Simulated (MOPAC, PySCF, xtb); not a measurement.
Potential energy surface of Cl₂Si, singlet: symmetric bend, bond length relaxed. Scanned: Cl-Si-Cl angle. Other coordinates (Si-Cl bond length) were minimised at PBE0/def2-TZVP.

- GFN1-xTB (xtb)
- AM1, restricted, heats of formation (MOPAC)
- RHF/6-31G* = restricted Hartree-Fock/6-31G*, spherical d in PySCF
- CCSD(T) on RHF/cc-pVTZ, 15 core orbitals frozen (PySCF)

Energies relative to the lowest point of each profile, in kJ/mol; the last columns give the difference from CCSD(T):

```csv
a / °,GFN1-xTB,AM1,RHF/6-31G*,CCSD(T),GFN1-xTB − CCSD(T),AM1 − CCSD(T),RHF/6-31G* − CCSD(T)
180,116.2,177.7,233.1,183.2,-67.0,-5.5,49.9
170,111.3,167.4,223.5,176.1,-64.8,-8.7,47.4
160,97.8,140.2,196.6,155.7,-58.0,-15.5,40.9
150,78.1,104.4,157.1,125.1,-47.0,-20.8,31.9
140,55.3,68.6,112.0,89.6,-34.3,-21.0,22.3
130,32.5,38.1,68.3,54.8,-22.3,-16.7,13.5
120,13.1,15.6,31.9,25.4,-12.3,-9.8,6.5
110,0.7,2.3,7.4,5.7,-4.9,-3.4,1.7
100,0.0,0.0,0.0,0.0,0.0,0.0,0.0
90,18.2,13.8,17.5,15.1,3.1,-1.3,2.4
80,67.1,54.6,73.1,62.8,4.4,-8.2,10.3
```

GFN1-xTB is furthest from CCSD(T) at 180 (-67.0 kJ/mol, below); its mean absolute difference over the points is 28.9 kJ/mol.

AM1 is furthest from CCSD(T) at 140 (-21.0 kJ/mol, below); its mean absolute difference over the points is 10.1 kJ/mol.

RHF/6-31G* is furthest from CCSD(T) at 180 (49.9 kJ/mol, above); its mean absolute difference over the points is 20.6 kJ/mol.
